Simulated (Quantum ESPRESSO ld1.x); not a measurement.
Results of a calculation; reference values are marked as such.
All-electron atom: Ag I in [Kr] 4d9 5s2 (not the ground configuration).

Code: ld1.x of Quantum ESPRESSO 7.5. Model: Dirac Kohn-Sham, relativistic LDA (MacDonald-Vosko exchange, VWN5 correlation), spin-unpolarised, spherical densities, point nucleus; open shells fill j = l - 1/2 first.

Energy parts (eV):
| part | energy |
|---|---|
| total | -144366 |
| kinetic | 150681 |
| electron-nucleus | -349907 |
| Hartree | 58594 |
| exchange-correlation | -3734 |

Orbitals (lengths in bohr, moments of r in powers of bohr; r(90%) holds 90 % of the orbital's charge):
orbital  occ.  eigenvalue (eV)      <r^4>     <r^2>  r(90%)   <1/r>  small-component weight
1s1/2       2         -25177.4  4.511e-06  0.001318  0.0560   49.26                2.94e-02
2s1/2       2         -3714.98  0.0007990   0.02153   0.209   11.35                6.17e-03
2p1/2       2         -3457.77  0.0005187   0.01606   0.187   11.34                6.20e-03
2p3/2       4         -3284.00  0.0005974   0.01738   0.194   10.66                5.95e-03
3s1/2       2         -684.405    0.03753    0.1564   0.545   3.970                1.74e-03
3p1/2       2         -581.296    0.03704    0.1515   0.544   3.881                1.68e-03
3p3/2       4         -550.600    0.04148    0.1606   0.560   3.714                1.62e-03
3d3/2       4         -366.554    0.03744    0.1412   0.545   3.555                1.51e-03
3d5/2       6         -360.341    0.03881    0.1440   0.550   3.511                1.49e-03
4s1/2       2         -98.7434      1.332    0.9395    1.32   1.528                4.47e-04
4p1/2       2         -65.9983      1.881     1.090    1.44   1.408                3.90e-04
4p3/2       4         -60.8174      2.144     1.161    1.49   1.353                3.70e-04
4d3/2       4         -11.2496      10.36     2.211    2.16   1.013                2.21e-04
4d5/2       5         -10.6493      11.18     2.287    2.20  0.9966                2.16e-04
5s1/2       2          -5.8152      168.7     9.976    4.45  0.4379                4.44e-05

The highest occupied level is 5s1/2 at -5.815 eV. Summed over all electrons, <r^2> = 51.77 bohr^2, which gives a Langevin (diamagnetic) susceptibility term of -41 x 10^-6 cm^3/mol. The density falls to 0.001 e/bohr^3 at r = 4.43 bohr.
